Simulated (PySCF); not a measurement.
# Two-component Hartree-Fock for O⁺ (oxygen, charge +1)

Start: [He] 2s2 2p3; 2p3/2 filled at m_j = -1/2, +1/2, +3/2. Calculated with PySCF 2.14 in x2c-SVPall-2c with one added diffuse shell of s type (4s2p1d, 15 functions): generalised Hartree-Fock with the X2C-1e Hamiltonian and a Gaussian nucleus; one run each with spin-orbit coupling (SO) switched off, then screened by Boettger's factors. This is a chosen level, not necessarily the ground level.

| spinor shell | electrons | ε, spin-free (eV) | ε, screened SO (eV) | weight of nominal j (screened SO) | rms radius, screened SO (bohr) |
| --- | --- | --- | --- | --- | --- |
| 1s1/2 | 2 | -581.18 | -581.18 | 1.000 | 0.230 |
| 2s1/2 | 2 | -48.536 | -48.536 | 1.000 | 1.21 |
| 2p3/2 | 3 | -36.347 | -36.347 | 0.665 | 1.22 |

| quantity | spin-free | screened SO |
| --- | --- | --- |
| E (hartree) | -74.32850 | -74.32850 |
| M_J | 3/2 | 3/2 |
| ⟨J²⟩ | 3.756 | 3.756 |
| ⟨L²⟩ | 0.000 | 0.000 |
| ⟨S²⟩ | 3.756 | 3.756 |

Each row is a mean over spinors that exchange with the open shell spreads, by up to 14.548 eV (2s1/2).

Rows whose weight is well below 1 are mixtures of j = l ± 1/2: exchange outweighs spin-orbit coupling there, and the label is only the starting occupation.

Without spin-orbit coupling the j labels of p, d and f shells carry no meaning; the spin-free column gives the mean over the occupied spinors of each nl shell.
